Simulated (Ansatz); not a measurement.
Compare A (`OCC1C[SiH2]1`) with its isomer B (`OC/C=C/[SiH3]`).

Isolated molecules relaxed with PBE0-D4/def2-TZVP in Ansatz; ΔE leaves out vibrations. CCSD(T)/CBS adds triple-zeta CCSD(T) − MP2 to the extrapolated MP2 energy (def2 sets, frozen cores). DFT in def2-TZVPP. B3LYP here is the variant with VWN-RPA as its local correlation; programs differ in this. Each species was taken in one conformer, which may not be the lowest.

A:

```xyz
13

O     1.177   -2.056    0.075
C    -0.056   -1.383    0.248
C    -0.142   -0.113   -0.547
C     0.665    1.102   -0.029
Si   -1.168    1.335   -0.016
H     1.880   -1.416    0.223
H    -0.826   -2.087   -0.074
H    -0.232   -1.170    1.314
H    -0.056   -0.270   -1.620
H     1.284    1.630   -0.747
H     1.156    0.968    0.933
H    -1.808    2.183   -1.042
H    -1.875    1.277    1.281
```

B:

Z-matrix (Å, degrees):
```
C
C 1 1.494
O 1 1.414 2 112.1
H 1 1.098 2 110.0 3 -124.9
H 1 1.094 2 109.9 3 116.9
C 2 1.333 1 124.8 3 126.2
H 2 1.090 1 114.8 3 -52.8
H 3 0.961 1 107.8 2 -58.0
Si 6 1.857 2 123.4 1 179.9
H 6 1.091 2 117.6 1 0.4
H 9 1.487 6 109.0 2 1.6
H 9 1.489 6 110.8 2 121.9
H 9 1.488 6 110.9 2 -118.8
```

Task: Which is lower in electronic energy at CCSD(T)/CBS, and by how much? (An estimate is asked.)

Result: Computed: B, by 36.2 kJ/mol.

Task: Give E(B) − E(A) in kJ/mol with B3LYP, LDA (SPW92), PBE0-D4, CCSD(T)/def2-TZVPP, HF/def2-TZVPP, B2PLYP, CCSD(T)/def2-SVP. (Best estimate.)

Result: Ansatz gave: B3LYP -48.8, LDA (SPW92) -3.5, PBE0-D4 -21.7, CCSD(T)/def2-TZVPP -38.0, HF/def2-TZVPP -73.1, B2PLYP -42.9, CCSD(T)/def2-SVP -42.7. None reverses the order clearly.

Task: Does the order hold for the free energy at 298.15 K (harmonic terms from PBE0-D4)? (An estimate is asked.)

Result: Computed: Yes: G(B) − G(A) = -47.0 kJ/mol, for one conformer each.

Largest T1 diagnostic: 0.011.

In def2-TZVPP, CCSD(T) changes the Hartree–Fock value by +35.1 kJ/mol (the triples alone add +2.5 kJ/mol) and MP2 by +46.1 kJ/mol. Leaving LDA and LC-ωPBE aside and taking each functional with its dispersion term where it has one, the values, not all of them listed here, spread over 27.8 kJ/mol, from BLYP-D4 to PBE0-D4. LDA lies +21.5 kJ/mol from PBE without D4.
